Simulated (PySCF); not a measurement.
## C3H7ClSi: core ionisation energies

Compound: C3H7ClSi.
Numbering: `[CH2:1]=[C:2]([CH3:3])[SiH2:4][Cl:5]`

Structure used (GFN2-xTB), in Å, numbered top down from 1:
```xyz
12
C3H7ClSi angstrom
C     -0.8896    1.3921    0.0306
C     -0.2666    0.2211   -0.0037
C     -0.9966   -1.0536    0.3001
Si     1.5686    0.0671   -0.4318
Cl     2.4984   -0.9219    1.0682
H     -1.9381    1.4764    0.2749
H     -0.3809    2.3168   -0.1837
H     -2.0409   -0.8635    0.5401
H     -0.9497   -1.7280   -0.5546
H     -0.5295   -1.5610    1.1436
H      1.7429   -0.7309   -1.6463
H      2.1830    1.3847   -0.5634
```

Level of theory: PySCF, delta-SCF UKS SCAN, pcX-2 on the ionised atom, pcseg-1 elsewhere, spin-free X2C. Vertical ΔSCF values, vacuum level as zero.

Q: Give the core binding energies atom by atom.

A: 
```csv
atom(s),bonded to,level,binding energy (eV),2p1/2 (eV),above the level's lowest (eV),count
Cl5,Si,Cl 1s,2828.51,–,0.00,1
Si4,"Cl, C and 2 H",Si 1s,1847.32,–,0.00,1
C3,C and 3 H,C 1s,290.81,–,+0.54,1
C2,"C (double bond), C and Si",C 1s,290.36,–,+0.09,1
C1,C (double bond) and 2 H,C 1s,290.27,–,0.00,1
Cl5,Si,Cl 2p3/2,205.93,207.58,0.00,1
Si4,"Cl, C and 2 H",Si 2p3/2,107.48,108.10,0.00,1
```

The listed C 1s values span 0.54 eV, from C1 (bonded to C (double bond) and 2 H) to C3 (bonded to C and 3 H). Summing the Pauling electronegativity differences to the bonded atoms, each weighted by its formal bond order, gives -0.70 for the lowest site and -1.05 for the highest; the largest sum, -0.65, belongs to C2, 0.45 eV below the top. The smallest sum, -1.05, belongs to C3, 0.54 eV above the lowest.

Q: Which photon energy gives electrons from Cl 1s of Cl5 a kinetic energy of 20 eV, and what is their de Broglie wavelength?

A: hν = 2828.51 + 20 = 2848.51 eV, recoil neglected; λ = 12.264 Å/√(E/eV) = 2.74 Å.

Spin–orbit and ligand-field terms were added within each 2p shell after the spin-free SCF. 2p1/2 minus 2p3/2 (ligand field included): Si 0.63 eV, Cl 1.65 eV. One conformer (not necessarily the lowest) at the GFN2-xTB geometry, without solvent, vibrations or thermal averaging.
